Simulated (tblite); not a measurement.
Compound: C7H11S (doublet state).
Z-matrix (Å and degrees, GFN2-xTB geometry), rows numbered from 1:
```
C 
S   1  1.7004
C   2  1.8293  1  100.69
C   3  1.5166  2  111.39  1   -67.19
C   4  1.5462  3  118.21  2   -75.07
C   5  1.5242  4   89.27  3  -122.95
C   6  1.4939  5  109.29  4    60.48
C   7  1.4982  6   60.57  5   -79.28
H   1  1.0714  2  115.64  3   173.64
H   1  1.0735  2  118.60  3   -34.46
H   3  1.0908  2  107.69  1    54.67
H   3  1.0883  2  105.30  1   171.20
H   4  1.0926  3  108.72  2    52.96
H   5  1.0871  4  113.24  3   121.17
H   5  1.0897  4  115.35  3    -5.46
H   6  1.0769  5  124.57  4  -139.26
H   7  1.0796  6  120.03  8   110.57
H   7  1.0802  6  116.37  8  -105.89
H   8  1.0781  4  123.98  3   -94.63
```

Computed values, GFN2-xTB/tblite, gas phase, harmonic and unscaled. Errors from tens to a few hundred cm⁻¹ against measured bands are possible. One conformer, not necessarily the lowest. Open shells enter through the occupations alone, without spin polarisation, and single modes of such species can be off by tens of per cent.

Harmonic wavenumbers (cm⁻¹): 42.9, 77.1, 137.8, 175.7, 285.9, 287.2, 340.0, 422.7, 471.7, 520.5, 691.3, 732.3, 825.5, 852.1, 857.8, 864.0, 890.2, 921.4, 964.4, 976.0, 980.1, 1011.1, 1046.8, 1049.5, 1064.2, 1075.9, 1115.9, 1128.4, 1177.3, 1189.5, 1206.4, 1231.6, 1240.5, 1264.8, 1326.6, 1342.9, 1372.4, 1434.6, 1469.5, 1483.5, 2956.1, 2972.8, 2990.4, 3014.1, 3026.4, 3079.2, 3082.6, 3091.2, 3104.5, 3104.7, 3175.3.

A = 4571, B = 909.6, C = 901.2 MHz; mass 127.058 u (most abundant isotopes); point group C1, symmetry number 1; spin multiplicity 2.

Q: Zero-point energy?

A: ½Σν̃ = 34573 cm⁻¹ = 98.85 kcal/mol.

Q: Entropy at 298.15 K, 1 bar (ideal gas, RRHO, classical rotation)?

A: Translation 40.46, rotation 28.84, vibration 23.41, spin (R ln 2) 1.38: S = 94.1 cal/(mol K).

Q: And Cp and H(298.15 K) − H(0)?

A: Cp = 34.68 cal/(mol K), of which vibrations give 26.73 (their classical limit is 51 R = 101.3); H(298.15 K) − H(0) = 6.09 kcal/mol without the zero-point energy, 3.72 from vibrations.

Q: Blend soft modes into free rotors: weight 1/[1 + (100 cm⁻¹/ν̃)⁴] for the oscillator and the rest for a rotor with moment μB/(μ + B), μ = h/(8π²ν), B = 10⁻⁴⁴ kg m². What vibrational entropy results?

A: 21.35 cal/(mol K) in place of 23.41, which changes −T·S at 298.15 K by +0.61 kcal/mol.

Q: What must be added to the electronic energy to get the Gibbs energy at 298.15 K and 1 bar?

A: ZPE + [H(298.15 K) − H(0)] − T·S = 98.85 + 6.09 − 28.05 = 76.89 kcal/mol.

Q: Which modes carry the vibrational entropy at 298.15 K?

A: 42.9 cm⁻¹: 5.12; 77.1 cm⁻¹: 3.96; 137.8 cm⁻¹: 2.83; 175.7 cm⁻¹: 2.37; 285.9 cm⁻¹: 1.50; 287.2 cm⁻¹: 1.49 cal/(mol K); the other 45 give 6.13 together.

Q: How do the functions run with temperature in this model?

A: 
```csv
T (K),S (cal/(mol K)),Cp (cal/(mol K)),H − H(0) (kcal/mol),G − H(0) (kcal/mol),ln q(vib)
150,76.2,20.1,2.10,-9.32,2.46
250,88.5,29.4,4.55,-17.57,4.50
400,105.9,45.8,10.19,-32.15,7.70
600,127.8,62.5,21.14,-55.55,12.22
900,156.3,77.8,42.38,-98.30,18.98
```

q(vib) and H(0) count from the zero-point level.

Hindered rotation and anharmonicity are outside this model. Other conformers, if any are populated, would add a mixing term that is left out. The structure is chiral; the term R ln 2 for an equal mix with its mirror image is left out.
